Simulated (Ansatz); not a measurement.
Total energies of C2H3FInN (`F[C]1([InH2])C=N1`).

```xyz
8

F    -1.628    0.895    0.457
C    -0.326    0.456    0.263
In   -0.157   -1.140   -1.188
C     0.581    0.855    1.299
N     0.663    1.593    0.290
H    -1.542   -1.622   -2.077
H     1.416   -1.823   -1.344
H     0.993    0.787    2.299
```

Charge 0, multiplicity 1. Correlated methods include outer-core shells of In, which these sets cover unevenly. In: def2 effective core potential. Geometry: relaxed with PBE0-D4/def2-TZVP. Basis def2-TZVPP, Ansatz 0.2.0.

RPA on PBE orbitals: Hartree–Fock energy of these orbitals -420.48107 Eh, correlation -1.58635 Eh (frozen core).

```
             functional  energy without D4 (Eh)  D4 term (kJ/mol)
            LDA (SPW92)              -420.61519                 –
                    PBE              -422.46913             -16.1
                 revPBE              -422.70643             -47.7
                   BLYP              -422.62723             -35.4
                 B97M-V              -422.68448                 –
                  B3LYP              -422.78789             -26.2
                r2SCANh              -422.64635              -4.0
                r2SCAN0              -422.60542              -4.5
HSE06 (plane-wave form)              -422.45595             -12.7
                  BHLYP              -422.51615             -21.3
              CAM-B3LYP              -422.60884             -13.9
                LC-ωPBE              -422.60577                 –
                ωB97X-V              -422.62894                 –
               PBE-QIDH              -422.22539                 –
```

Q: Give the same for r2SCAN, PBE0, ωB97M-V, B2PLYP. (Estimate.)

A: Computed: 
| functional | energy without D4 (Eh) | D4 term (kJ/mol) |
| --- | --- | --- |
| r2SCAN | -422.67470 | -3.7 |
| PBE0 | -422.46840 | -13.6 |
| ωB97M-V | -422.59888 | – |
| B2PLYP | -422.34182 | – |

B3LYP takes the VWN-RPA correlation (the form of Gaussian; ORCA's B3LYP/G). HSE06 is the plane-wave form, built on full-range PBE exchange. The double hybrids freeze the cores in their second-order part.

LC-ωPBE has ω = 0.4 bohr⁻¹.
